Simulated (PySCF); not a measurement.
Geometry:
```tsv
atom	x (Å)	y (Å)	z (Å)
Si1	-1.365	0.117	-0.421
P2	0.548	0.076	-1.678
Si3	1.303	0.483	0.443
P4	-0.491	-0.239	1.663
H5	-1.937	1.495	-0.471
H6	-2.408	-0.870	-0.835
H7	0.662	-1.335	-1.447
H8	2.607	-0.161	0.786
H9	1.420	1.962	0.620
H10	-0.195	-1.595	1.299
```

- structure optimised with PBE0-D3(BJ)/def2-SVP
- GIAO B3LYP/pcSseg-2 shieldings
- code: PySCF 2.14
- one conformer, equivalent nuclei averaged, isolated molecule, non-relativistic

Scale: 1H (31.39 ppm), 29Si (324.61 ppm) vs TMS; 31P (283.32 ppm) against H3PO4 (reference shieldings calculated alike).

```tsv
atoms	nucleus	count	δ (ppm)
P2/P4	31P	2	-186.6
Si1/Si3	29Si	2	?
H7/H10	1H	2	2.01
H5/H6/H8/H9	1H	4	?
```

Complete the table.

## Answers


- H5/H6/H8/H9: 5.04 ppm, hydrogen on a silicon bonded to 2 P, in a 4-membered ring
- Si1/Si3: -41.4 ppm, silicon bonded to 2 P, 2 H, in a 4-membered ring

Experimental scales use liquid or dissolved standards, which lie at an offset from isolated H3PO4.
